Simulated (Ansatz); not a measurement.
Geometry optimisation, DFT LDA, scalar-relativistic, plane waves, PAW in Ansatz.

Input file:

```yaml
accuracy: low
crystal:
  lattice:
    - [7.398, 0.0, 0.0]
    - [-3.699, 6.406856, 0.0]
    - [0.0, 0.0, 11.0]
  atoms:
    - { symbol: C, position: [0.0, 0.0, 0.0909091] }
    - { symbol: C, position: [0.2222222, 0.1111111, 0.0909091] }
    - { symbol: C, position: [0.0, 0.3333333, 0.0909091] }
    - { symbol: C, position: [0.2222222, 0.4444444, 0.0909091] }
    - { symbol: C, position: [0.0, 0.6666667, 0.0909091] }
    - { symbol: C, position: [0.2222222, 0.7777778, 0.0909091] }
    - { symbol: C, position: [0.3333333, 0.0, 0.0909091] }
    - { symbol: C, position: [0.5555556, 0.1111111, 0.0909091] }
    - { symbol: C, position: [0.3333333, 0.3333333, 0.0909091] }
    - { symbol: C, position: [0.5555556, 0.4444444, 0.0909091] }
    - { symbol: C, position: [0.3333333, 0.6666667, 0.0909091] }
    - { symbol: C, position: [0.5555556, 0.7777778, 0.0909091] }
    - { symbol: C, position: [0.6666667, 0.0, 0.0909091] }
    - { symbol: C, position: [0.8888889, 0.1111111, 0.0909091] }
    - { symbol: C, position: [0.6666667, 0.3333333, 0.0909091] }
    - { symbol: C, position: [0.8888889, 0.4444444, 0.0909091] }
    - { symbol: C, position: [0.6666667, 0.6666667, 0.0909091] }
    - { symbol: C, position: [0.8888889, 0.7777778, 0.0909091] }
    - { symbol: Mg, position: [0.1931374, 0.4661632, 0.2918182] }
basis:
  ecutwfc: 420.0
kpoints:
  mp_grid: { grid: [2, 2, 1] }
hamiltonian:
  xc: lda
scf:
  occupations: { method: fermi_dirac, width: 0.02 }
  lower_state_search: "off"
relax:
  f_tol: 0.08
  max_steps: 25
  adjacent_minimum: "off"
```

Run as:

```bash
$ ansatz run input.yaml --threads 1 --pin off --max-ram 3072MiB --backend cpu --events-out ev --progress --plain --runs-dir out
```

Problem. Where does it end, and by what steps?

Solution. The run converged. The threshold is loose, so the end isn't yet a minimum. Limits of this set-up: coarse k mesh, slab without dipole correction, low accuracy level. After 9 steps the energy has fallen by 0.145 eV; Mg19 moved furthest, 1.12 Å. Parted: C4–Mg19.

```csv
step,energy less start (eV),largest force component (eV/Å),accepted
0,0.0000,0.597,yes
1,-0.0290,0.310,yes
2,-0.0590,0.136,yes
3,-0.0835,0.177,yes
4,-0.1018,0.104,yes
5,-0.1182,0.182,yes
6,-0.1346,0.138,yes
7,-0.1440,0.090,yes
8,-0.1428,0.237,no
9,-0.1447,0.040,yes
```

```xyz
19
Lattice="7.3980 0.0000 0.0000 -3.6990 6.4069 0.0000 0.0000 0.0000 11.0000" Properties=species:S:1:pos:R:3
C 0.026 -0.016 0.951
C 1.271 0.693 0.950
C -1.207 2.119 0.949
C 0.039 2.828 0.950
C -2.440 4.256 0.946
C -1.195 4.965 0.947
C 2.493 -0.014 0.951
C 3.736 0.693 0.952
C 1.260 2.120 0.947
C 2.504 2.828 0.950
C 0.027 4.257 0.948
C 1.271 4.965 0.948
C 4.958 -0.015 0.948
C 6.202 0.692 0.948
C 3.724 2.120 0.950
C 4.969 2.828 0.947
C 2.492 4.256 0.951
C 3.736 4.965 0.951
Mg -0.871 3.294 4.125
```

Time of the run: 66 s on 1 thread of Arm Neoverse V1 (shared host), peak memory 0.56 GiB.
